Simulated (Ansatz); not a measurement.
Reactions of F2H4OSiSn, SMILES `[OH][Sn]([F])([F])[SiH3]`.

Program: Ansatz. Geometries: PBE0-D4/def2-TZVP. ΔE: electronic, gas phase. CCSD(T)/CBS adds triple-zeta CCSD(T) − MP2 to the extrapolated MP2 energy (def2 sets, frozen cores). This one scheme is used for every species. DFT in def2-TZVPP. Elements past krypton have def2 core potentials. For Br, Ga, Sn outer-core shells are correlated without core-valence functions, which leaves a few kJ/mol of doubt a bond. Scalar relativity is left out up to krypton. Each species was taken in one conformer, which may not be the lowest.

```tsv
reaction	CCSD(T)/CBS(def2) (kJ/mol)
`[OH][Sn]([F])([F])[SiH3]` + H–F → `[OH][Sn]([F])([F])[F]` + SiH₄	?
`[OH][Sn]([F])([F])[SiH3]` → `[F][Sn][F]` + `O[SiH3]`	-66
`[OH][Sn]([F])([F])[SiH3]` + H₂O → `[OH][Sn]([OH])([F])[F]` + SiH₄	31
`[OH][Sn]([F])([F])[SiH3]` + H–F → `[F][Sn]([F])([F])[SiH3]` + H₂O	-25
`[OH][Sn]([F])([F])[SiH3]` + `[CH3][Ga]([CH3])[F]` → `[F][Sn]([F])([F])[SiH3]` + `[CH3][Ga]([CH3])[OH]`	8
`[OH][Sn]([F])([F])[SiH3]` + H₂ → `[OH][SnH]([F])[F]` + SiH₄	25
`[OH][Sn]([F])([F])[SiH3]` + `B[Si](O)(F)Cl` → `B[Si](F)(Cl)O[SiH3]` + `[OH][SnH]([F])[F]`	?
`[OH][Sn]([F])([F])[SiH3]` + CH₃OH → `C[O][Sn]([OH])([F])[F]` + SiH₄	31
`[OH][Sn]([F])([F])[SiH3]` + `[OH][GaH][Br]` → `[SiH3][O][GaH][Br]` + `[OH][SnH]([F])[F]`	?
```

(1) Fill in the missing values. (An estimate is asked.)

Largest T1 diagnostic: 0.017, for `[F][Sn][F]`.

Answers

(1) Ansatz gave: `[OH][Sn]([F])([F])[SiH3]` + H–F → `[OH][Sn]([F])([F])[F]` + SiH₄: +15.2 kJ/mol; `[OH][Sn]([F])([F])[SiH3]` + `B[Si](O)(F)Cl` → `B[Si](F)(Cl)O[SiH3]` + `[OH][SnH]([F])[F]`: -58.6 kJ/mol; `[OH][Sn]([F])([F])[SiH3]` + `[OH][GaH][Br]` → `[SiH3][O][GaH][Br]` + `[OH][SnH]([F])[F]`: -53.8 kJ/mol.
